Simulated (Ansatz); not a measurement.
Basis sets compared for GaAs₂⁻ (the lowest singlet isomer of a short search). The state is a singlet with charge -1. Geometry PBE-D4/def2-TZVPD. Ansatz on 4 threads of Arm Neoverse V2 on a shared host; times are rough, and most runs start from earlier orbitals.

```tsv
atom	x (Å)	y (Å)	z (Å)
Ga1	1.433	0.102	-0.572
As2	-1.146	0.246	-0.736
As3	-0.288	-0.348	1.308
```

At PBE-D4/def2-SVPD, PBE-D4/def2-TZVPD the highest occupied level of the charge -1 singlet lies above zero (up to 0.54 eV). By energy differences its removal costs 2.07 eV (vertical, to the charge 0 doublet, at LC-ωPBE (ω = 0.30 bohr⁻¹)/def2-TZVPD). The structure comes from a short search, and lower isomers may exist.

```csv
level,functions,energy (Eh),HOMO (eV),LUMO (eV),wall time
PBE-D4/def2-SVPD,114,-6394.9542,0.54,1.22,0.8 s
PBE0-D4/def2-SVPD,114,-6395.1108,-0.32,1.90,1.4 s
```

Q: Estimate the rows for PBE-D4/def2-TZVPD, PBE0-D4/def2-TZVPD (with forces).

A: 
```tsv
level	functions	energy (Eh)	HOMO (eV)	LUMO (eV)	wall time
PBE-D4/def2-TZVPD	162	-6395.7530	0.45	1.13	1.3 s
PBE0-D4/def2-TZVPD (with forces)	162	-6395.9086	-0.38	1.81	3.1 s
```
